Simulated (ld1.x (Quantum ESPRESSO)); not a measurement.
Cd: one change to a TM potential, before and after

```
Element                 : Cd
Generator               : ld1.x (Quantum ESPRESSO) 7.5
Type                    : norm-conserving Troullier–Martins (Kleinman–Bylander form)
Functional              : PBEsol
Relativity              : scalar-relativistic
Frozen core             : [Ar] 3d10 4s2
Valence charge          : 18
Reference configuration : 4p6 4d10 5s0 5p0 (charge +2)
Partial waves           : 4p (bound): rc 1.05 bohr; 4d (bound): rc 1.35 bohr; 5s (bound, empty): rc 1.60 bohr
Local potential         : the s channel
Core correction         : a·sin(br)/r model core, default radius (core density twice the valence density)
```

Change: all radii but the core radius scaled by about 1.31 (s 2.10, p 1.38, d 1.76 bohr).

Cutoffs: the cutoffs (Ry, on a coarse ladder) from which the occupation-weighted sum of valence levels, in a spherical-Bessel basis at the reference potential, stays within 10 and 1 mRy of its value at 400 Ry; they do not see the model core or the augmentation charge, which bear on the density cutoff. Errors are all-electron minus pseudo energies relative to the spin-unpolarised reference configuration.

**Question.** How do hardness, ghosts and transferability respond?

**Answer.** The potential gets softer (160 Ry and 200 Ry → 70 Ry and 120 Ry); of the 7 tests that both files solve, the error grows in 7 and shrinks in 0 by more than 15 % and 0.3 meV (median size 125.5 → 148.6 meV); neither file shows a bound ghost at the reference potential, the only one tested. A larger radius leaves more room for a smooth pseudo-wave, so fewer plane waves are needed. More of the atom is replaced by a form fitted at one configuration, so other configurations suffer.

| quantity | base | changed |
| --- | --- | --- |
| cutoff, loose | 160 Ry | 70 Ry |
| cutoff, tight | 200 Ry | 120 Ry |
| loose cutoff by channel (10 mRy a level) | p 90 Ry, d 70 Ry | p 35 Ry, d 55 Ry |
| bound ghosts | none | none |
| error for 4p6 4d10 5s2 5p0, meV [ΔE -26.40 eV] | +12 | -23 |
| error for 4p6 4d10 5s1 5p0, meV [ΔE -17.10 eV] | +2.5 | -8.0 |
| error for 4p6 4d9 5s0 5p0, meV [ΔE 38.00 eV] | -125 | -149 |
| error for 4p5 4d10 5s2 5p0, meV [ΔE 47.72 eV] | -266 | -649 |
| error for 4p6 4d10 5s1.5 5p0, meV [ΔE -22.67 eV] | +6.3 | -16 |
| error for 4p6 4d9 5s2 5p1, meV [ΔE -13.76 eV] | -848 | -1127 |
| error for 4p6 4d10 5s0 5p2, meV [ΔE -16.64 eV] | -1265 | -1581 |

Changed file: These tests converged, but a pseudo level misses the all-electron one widely, so the file describes the atom poorly there or has found another state: 4p6 4d9 5s0 5p0: empty 5p by 2.7 eV.
